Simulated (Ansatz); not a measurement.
C3H8Si, SMILES `C[SiH]1CC1` (charge 0, multiplicity 1).

Z-matrix (Å, degrees):
```
Si
H 1 1.4812
C 1 1.8440 2 117.68
H 3 1.0851 1 120.00 2 -2.91
H 3 1.0858 4 112.32 1 148.42
C 3 1.5512 4 116.08 5 136.53
H 6 1.0851 3 116.10 4 0.00
H 6 1.0858 7 112.32 3 136.52
C 1 1.8621 2 114.98 6 151.66
H 9 1.0920 1 109.80 2 179.97
H 9 1.0923 10 108.22 1 -121.50
H 9 1.0923 10 108.20 11 -117.00
```
Charge 0, multiplicity 1.

Frozen-core energies in 6-31g from Ansatz (a program for electronic structure) at a geometry from PBE0-D3(BJ)/def2-TZVP; the HF reference has <S^2> = 0.00 and the T1 diagnostic is 0.008.

```tsv
level	energy (Ha)
HF	-407.04568
MP2	-407.37468
CCSD	-407.42259
CCSD(T)	-407.43175
```

**Question.** Estimate the energies of CCSDT and CCSDT(Q), and give each level's difference from CCSDT(Q).

**Answer.** 
| level | energy (Ha) | difference from CCSDT(Q) (mHa) |
|---|---|---|
| MP2 | -407.37468 | 58.46 |
| CCSD | -407.42259 | 10.56 |
| CCSD(T) | -407.43175 | 1.39 |
| CCSDT | -407.43254 | 0.60 |
| CCSDT(Q) | -407.43314 | 0.00 |
